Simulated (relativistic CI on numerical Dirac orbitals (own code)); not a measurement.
# Ligand-field terms of d5

Computed with a parametric ligand-field model of a d^n configuration (Racah B and C, spin-orbit zeta, crystal field), exact diagonalisation.

Field parameters in Wybourne normalisation: Oh B⁴₀ = 21Dq, B⁴₄ = √(5/14) B⁴₀. The field is a parameter set, without covalency.

(1) Ground term and bands for B = 580, C = 2830, ζ = 0 cm⁻¹, Oh, 10Dq = 24940 cm⁻¹?

(2) Ground term and bands for B = 580, C = 2830, ζ = 0 cm⁻¹, Oh, 10Dq = 27260 cm⁻¹?

(3) Ground term and bands for B = 580, C = 2830, ζ = 0 cm⁻¹, Oh, 10Dq = 9860 cm⁻¹?

(4) Ground term and bands for B = 580, C = 2830, ζ = 0 cm⁻¹, Oh, 10Dq = 15660 cm⁻¹?

(5) Ground term and bands for B = 580, C = 2830, ζ = 0 cm⁻¹, Oh, 10Dq = 20300 cm⁻¹?

Results:

(1) Ground term 2T2 with 0.04 electrons in the two orbitals of the cubic e set. Spin-allowed: 2A2 21596 cm⁻¹ (463 nm), 2T1 21787 cm⁻¹ (459 nm), 2T2 23358 cm⁻¹ (428 nm), 2E 24814 cm⁻¹ (403 nm). Lowest spin-forbidden: 4T1 11906 cm⁻¹ (840 nm), 6A1 14387 cm⁻¹ (695 nm), 4T2 16219 cm⁻¹ (617 nm).

(2) Ground term 2T2 with 0.04 electrons in the two orbitals of the cubic e set. Spin-allowed: 2A2 23849 cm⁻¹ (419 nm), 2T1 24041 cm⁻¹ (416 nm), 2T2 25649 cm⁻¹ (390 nm), 2E 27100 cm⁻¹ (369 nm). Lowest spin-forbidden: 4T1 14158 cm⁻¹ (706 nm), 4T2 18507 cm⁻¹ (540 nm), 6A1 18937 cm⁻¹ (528 nm).

(3) Ground term 6A1 with 2.00 electrons in the two orbitals of the cubic e set. Spin-allowed: none. Lowest spin-forbidden: 4T1 12281 cm⁻¹ (814 nm), 2T2 14690 cm⁻¹ (681 nm), 4T2 15791 cm⁻¹ (633 nm). A high-spin d5 ion has no spin-allowed d-d band, hence its pale colour.

(4) Ground term 6A1 with 2.00 electrons in the two orbitals of the cubic e set. Spin-allowed: none. Lowest spin-forbidden: 2T2 3656 cm⁻¹ (2735 nm), 4T1 6658 cm⁻¹ (1502 nm), 4T2 10693 cm⁻¹ (935 nm). A high-spin d5 ion has no spin-allowed d-d band, hence its pale colour.

(5) Ground term 2T2 with 0.05 electrons in the two orbitals of the cubic e set. Spin-allowed: 2A2 17116 cm⁻¹ (584 nm), 2T1 17304 cm⁻¹ (578 nm), 2T2 18786 cm⁻¹ (532 nm), 2E 20247 cm⁻¹ (494 nm). Lowest spin-forbidden: 6A1 5327 cm⁻¹ (1877 nm), 4T1 7428 cm⁻¹ (1346 nm), 4T2 11640 cm⁻¹ (859 nm).
